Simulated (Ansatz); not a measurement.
Basis-set extrapolation for `N[SiH]1C=C1S` (PBE0-D4/def2-TZVP geometry, frozen core, the Gaussian-basis code of Ansatz). Multiplicity 1, RHF reference.

|  | def2-TZVPP | def2-QZVPP |
| --- | --- | --- |
| HF | -819.608066 | -819.634751 |
| MP2 correlation | -0.815677 | -0.875689 |
| CCSD(T) correlation | -0.897534 | not run |

Energies in hartree. Use E(X) = E(∞) + A·exp(−7.88·√X) for Hartree–Fock and E(X) = E(∞) + B·X^(−2.97) for correlation, with X = 3 and 4, and add CCSD(T) minus MP2 of the smaller set to the MP2 limit.

What is the CCSD(T) energy at the basis-set limit?

HF limit: -819.634751 + (-0.026685) × 0.13774 = -819.63843. MP2 limit: -0.875689 + (-0.060012) × 0.74074 = -0.92014. Higher-order term: -0.897534 − (-0.815677) = -0.08186. Total: -820.64043 hartree, 354.0 kJ/mol below CCSD(T)/def2-TZVPP.
